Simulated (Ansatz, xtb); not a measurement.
Two isomers of CH4ClFGe

Structure a: `[F][GeH2][CH2]Cl`, a singlet. Structure b: `F[CH2][GeH2][Cl]`, a singlet. Both are isolated molecules in the gas phase, relaxed with PBE-D3(BJ)/def2-SVP; the shapes shown needn't be the lowest conformers.

a (Å):

```yaml
atoms:
  - { symbol: C, position_ang: [-2.5241, 0.9644, -0.4674] }
  - { symbol: Cl, position_ang: [-2.7564, 2.0210, 0.9775] }
  - { symbol: F, position_ang: [-1.8937, -1.8991, -1.1616] }
  - { symbol: Ge, position_ang: [-2.1275, -0.8359, 0.2303] }
  - { symbol: H, position_ang: [-3.3339, -1.3879, 1.0268] }
  - { symbol: H, position_ang: [-0.8004, -0.8299, 1.0261] }
  - { symbol: H, position_ang: [-3.4515, 0.9812, -1.0707] }
  - { symbol: H, position_ang: [-1.6899, 1.3692, -1.0712] }
```

b (Å):

```xyz
8

C     0.1748   -0.6672    1.1092
Cl   -0.8685    1.5314   -1.1810
F     0.1954   -1.0261    2.4512
Ge   -0.8708    1.0099    0.9421
H    -0.2956   -1.4741    0.5057
H     1.2120   -0.5107    0.7401
H    -2.3399    0.7999    1.3842
H    -0.2003    2.1669    1.7231
```

Energies in hartree; the thermal terms are from PBE-D3(BJ)/def2-SVP harmonic frequencies (ideal gas, rigid rotor, one conformer each, 298.15 K, 1 atm) and include the zero-point energy:

|  | a | b |
| --- | --- | --- |
| E, CCSD(T)/def2-SVP | −2674.749547 | −2674.742778 |
| E, MP2/def2-SVP | −2674.701838 | −2674.692682 |
| E, MP2/def2-TZVPP | −2675.479970 | −2675.469050 |
| zero-point energy | 0.044873 | 0.045358 |
| H(298 K) − E | 0.051842 | 0.052403 |
| G(298 K) − E | 0.013625 | 0.013888 |

Question: Correct the CCSD(T) difference for the basis set by the MP2 change, then work out ΔE, ΔE₀, ΔH and ΔG for a → b in kJ/mol (1 Eh = 2625.50 kJ/mol) and the equilibrium ratio [b]/[a].

Answer: 1. Differences b − a: CCSD(T) +0.006769, MP2 in the small set +0.009156, MP2 in the large set +0.010920 Eh.
2. ΔE = +0.006769 + (+0.010920 − (+0.009156)) = +0.008533 Eh = +22.40 kJ/mol.
3. ΔE₀ = ΔE + ΔZPE = +0.008533 + (+0.000485) Eh = +23.68 kJ/mol.
4. ΔH = ΔE + (+0.000561) Eh = +23.88 kJ/mol.
5. ΔG = ΔE + (+0.000263) Eh = +23.09 kJ/mol, so ΔS = (ΔH − ΔG)/T = +2.6 J/(mol K).
6. kT = 0.9442 mEh, so K = [b]/[a] = exp(−ΔG/kT) = exp(−9.32) ≈ 9.0 × 10^−5.

Structure a is favoured at this temperature. An error of 4 kJ/mol in ΔG would change K by a factor of 5. GFN2-xTB, HF/STO-3G gave ΔE the other sign. Mirror images and further conformers aren't counted.

As drawn, b has 1 C–F, 1 Cl–Ge in place of 1 F–Ge, 1 C–Cl.

Other levels gave ΔE = −11.5 (GFN2-xTB); −107.2 (HF/STO-3G, GFN2-xTB geometries); +10.4 (r2SCAN-D4/def2-SVP, GFN2-xTB geometries); +7.4 (PBE-D3(BJ)/def2-SVP); +2.2 (HF/def2-SVP); +24.0 (MP2/def2-SVP); +17.8 (CCSD(T)/def2-SVP) kJ/mol. The correlated steps freeze 16 core orbitals; the filled d shell of Ge is correlated, in a basis made for valence electrons. Programs: Ansatz 0.2.0, xtb 6.7.1.
